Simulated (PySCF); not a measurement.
**HfO and its ions**

r²SCAN; PySCF, scalar-relativistic core potentials, basis sets Hf def2-TZVPPD with ECP60, O def2-TZVPPD. Neutral (UKS): singlet (closed shell), Re = 1.728 Å, ωe = 983 cm⁻¹, HOMO -5.17 eV, LUMO -3.35 eV.

HfO⁺ (UKS): doublet (σ ↑), Re = 1.699 Å, ωe = 1031 cm⁻¹. The energies at the minima are -123.23434 hartree for HfO and -122.96092 for HfO⁺.

(1) Work out the adiabatic ionisation energy, without and with harmonic zero-point energies (1 hartree = 27.2114 eV, 1 eV = 8065.5 cm⁻¹), and the change of the bond length.

De is left out where the level can put another filling of the metal’s s and d shells below the measured ground configuration, by anything from nothing to about 1 eV. These are scalar-relativistic numbers at best; spin–orbit coupling would shift them, the dissociation energy most. With d or f electrons several states lie close, and the lowest PBE0 determinant need not be the measured ground state.

Results:

(1) At r²SCAN: 0.27342 hartree = 7.440 eV between the minima; the zero-point term (1031.0 − 983.0)/2 cm⁻¹ = +0.003 eV makes it 7.443 eV. Re changes by -2.9 pm against the neutral. Minus the HOMO energy is 5.17 eV, -2.27 eV from the value between the minima; self-interaction puts the Kohn–Sham level too high, less so with exact exchange. The electron leaves a σ orbital; in so polar a molecule the change of length follows mostly from the change of the ionic charges.
